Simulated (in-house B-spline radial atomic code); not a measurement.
A run on an ion of nuclear charge 1 with 1.8 electrons that did not converge. Method: non-relativistic PW91, spin-polarised, spherical fractional occupations, point nucleus; computed with a B-spline radial code for spherical atoms.

Command:
```bash
python run_scf.py task.json out
```
Settings:
```
Z                1
configuration    1s1.8
hamiltonian      nr
method           pw91,pw91
spin_polarised   True
```

First and last ten iterations of the last attempt (damped for 15 steps, keeping 80 % of the old Fock matrix, then DIIS):
```
 iter        energy (Eh)    residual
    1          -0.462652    2.24e-02
    2          -0.035621    1.67e-03
    3          -0.038145    1.81e-03
    4          -0.536566    2.86e-03
    5          -0.537090    2.22e-03
    6          -0.537465    1.69e-03
    7          -0.537730    1.26e-03
    8          -0.537915    9.35e-04
    9          -0.538044    7.32e-04
   10          -0.538133    6.27e-04
  111          -0.432807    2.47e-02
  112          -0.470959    2.23e-02
  113          -0.429761    1.07e-02
  114          -0.442863    1.92e-03
  115          -0.509701    9.27e-03
  116          -0.517222    1.01e-02
  117          -0.517292    1.17e-02
  118          -0.517814    1.16e-02
  119          -0.518365    1.13e-02
  120          -0.526833    7.26e-03
 not converged after 120 iterations
```

The smallest residual met was 2.4e-04; the threshold is about 1e-07. No energy from this run should be used. The likely cause: this method binds the added charge weakly or not at all at the basis-set limit, so charge moves back and forth between the atom and the box. Time taken, with all properties: 0.4 s on 1 thread of Arm Neoverse V1, with other jobs on the host.
